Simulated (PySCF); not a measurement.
**Electron correlation in C⁺ (carbon, charge +1)**

[He] 2s2 3d1, 2D determinant (an excited configuration). Computed with PySCF 2.14 in dyall-av2z (11s7p2d, 42 functions), with the non-relativistic Hamiltonian (point nucleus). Frozen: 1s2; 3 electrons correlated; the 8 highest virtual orbitals of each spin left out.

```
  level  correlation energy (mhartree)
   CCSD                         -72.34
    (T)                          -0.79
CCSD(T)                         -73.13
  CCSDT                         -73.49
```

Diagnostics: T1 = 0.011, D1 = 0.0158, largest double amplitude 0.159.

Is a single reference adequate?

Not fully. The outer electron is Rydberg-like, and this basis confines it to a smaller radius and binds it less than a complete one would. A double-excitation amplitude exceeds 0.15, a sign of near-degeneracy.
